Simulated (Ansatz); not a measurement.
C3H9FSn, SMILES `[CH3][Sn]([CH3])([CH3])[F]` at its PBE0-D4/def2-TZVP geometry, where that method's forces vanish. Total charge 0; spin multiplicity 1. Sn takes the def2 core potential.

```xyz
14

C     0.4318   -1.8285    0.8851
Sn    0.2758   -0.0075   -0.2116
C    -1.3822    0.0838   -1.5480
C     0.5772    1.7548    0.9490
F     1.8169   -0.0491   -1.3930
H    -0.3882   -1.9175    1.5994
H     0.3974   -2.6737    0.1975
H     1.3780   -1.8489    1.4261
H    -1.3758   -0.7912   -2.1981
H    -2.3213    0.1076   -0.9929
H    -1.3087    0.9823   -2.1608
H    -0.2433    1.8943    1.6546
H     0.6301    2.6214    0.2897
H     1.5123    1.6724    1.5031
```

(1) What forces (eV/Å) does B3LYP-D4/def2-TZVPP give on these atoms in Ansatz? (Estimate.)

Answers

(1) Ansatz gave: 
```
C1   0.031 -0.254  0.146
Sn2 -0.131  0.004  0.100
C3  -0.222  0.012 -0.193
C4   0.051  0.245  0.154
F5   0.265 -0.007 -0.203
H6   0.048 -0.002 -0.037
H7   0.001  0.041  0.048
H8  -0.057 -0.008 -0.025
H9  -0.010  0.053  0.033
H10  0.048 -0.001 -0.037
H11 -0.014 -0.053  0.031
H12  0.049 -0.002 -0.036
H13 -0.003 -0.042  0.046
H14 -0.055  0.014 -0.026
```

B3LYP here is the variant with VWN-RPA as its local correlation; programs differ in this.
